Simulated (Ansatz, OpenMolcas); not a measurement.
**From Ansatz to OpenMolcas**

This Ansatz 0.2.0 job computes CH3BCl2O (methoxydichloroborane):

job.yaml:
```yaml
crystal:
  periodic: [false, false, false]
  atoms:
    - symbol: C
      position_ang: [-0.173000, -0.644100, 0.940400]
    - symbol: O
      position_ang: [0.000100, -0.547100, -0.462300]
    - symbol: B
      position_ang: [0.213000, 0.573500, -1.147500]
    - symbol: Cl
      position_ang: [0.382900, 0.455700, -2.887600]
    - symbol: Cl
      position_ang: [0.331800, 2.160700, -0.389600]
    - symbol: H
      position_ang: [0.452100, -1.462400, 1.297300]
    - symbol: H
      position_ang: [0.104200, 0.282000, 1.445200]
    - symbol: H
      position_ang: [-1.218800, -0.875400, 1.148200]
basis:
  gaussian: {orbitals: def2-SVP}
correlation: {method: mp2, frozen_orbitals: {B: 1, C: 1, Cl: 5, H: 0, O: 1}}
accuracy: high
```

```bash
$ ansatz run job.yaml --threads 1 --pin off --max-ram 3480MiB --events-out events.jsonl --progress --plain --runs-dir runs
```

Geometry: relaxed at PBE0-D4/def2-TZVP.

It gives a total energy of -1058.573233 Eh.

**Question.** Write the same calculation for OpenMolcas 26.06 as an input file of the program's own.

**Answer.** One way, which was run:

job.input:
```
* CH3BCl2O MP2

&GATEWAY
 BasLib
 $CurrDir
 Coord
 8
 bohr
 C     -0.32692262    -1.21717260     1.77709845
 O      0.00018897    -1.03386916    -0.87362039
 B      0.40251166     1.08375793    -2.16846073
 Cl     0.72357613     0.86114819    -5.45677316
 Cl     0.62701113     4.08313124    -0.73623730
 H      0.85434518    -2.76353548     2.45154170
 H      0.19690946     0.53290277     2.73103220
 H     -2.30319820    -1.65426625     2.16978354
 Basis
 def2-SVP
 Group
 NoSym

&SEWARD

&SCF
 Thresholds
 1e-10 1e-07 1e-07 1e-05
 PrOrbitals
 0

&MBPT2
 Frozen
 13
```

```bash
$ export MOLCAS_MEM=1860
$ pymolcas job.input > job.log
```

(Basis files named in the input come from the Basis Set Exchange and aren't shown.)

Its energy is -1058.573233 Eh, the same as the first but for the last digit, at most.
